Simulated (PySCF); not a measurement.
## Ni⁺: ionisation energy

Ni⁺ [Ar] 3d9 (2D) → Ni²⁺ [Ar] 3d8 (3F), as a difference of total energies. Computed with PySCF 2.14 in x2c-TZVPPall with one added diffuse shell each of s, p, d, f type (7s6p5d3f1g, 80 functions), with scalar relativity by spin-free X2C-1e. Correlated levels: valence: [Ar] frozen; valence and next inner shell: [Ne] frozen. The calculations carry no spin-orbit coupling.

```json
{"method": "UHF", "ionisation energy (eV)": "15.017"}
{"method": "LDA", "ionisation energy (eV)": "19.589"}
{"method": "PBE", "ionisation energy (eV)": "18.912"}
{"method": "PBE0", "ionisation energy (eV)": "18.185"}
{"method": "wB97X-V", "ionisation energy (eV)": "18.287"}
{"method": "TPSS", "ionisation energy (eV)": "18.435"}
{"method": "PW91", "ionisation energy (eV)": "18.987"}
{"method": "MP2 (valence)", "ionisation energy (eV)": "18.287"}
{"method": "SCS-MP2 (valence)", "ionisation energy (eV)": "17.981"}
{"method": "MP2 (valence and next inner shell)", "ionisation energy (eV)": "19.013"}
{"method": "SCS-MP2 (valence and next inner shell)", "ionisation energy (eV)": "18.521"}
```

A first-order spin-orbit estimate (lowest level to lowest level, LS coupling) adds -0.049 eV.

Errors of the correlated levels include the incompleteness of this basis and the frozen core.

Question: Which method comes closest to the reference value, and which is furthest?

Answer: The reference is 18.169 eV (measured; NIST Atomic Spectra Database, ionization energies). Closest: PBE0 (error -0.033 eV); furthest: UHF (error -3.201 eV), both after the spin-orbit estimate.
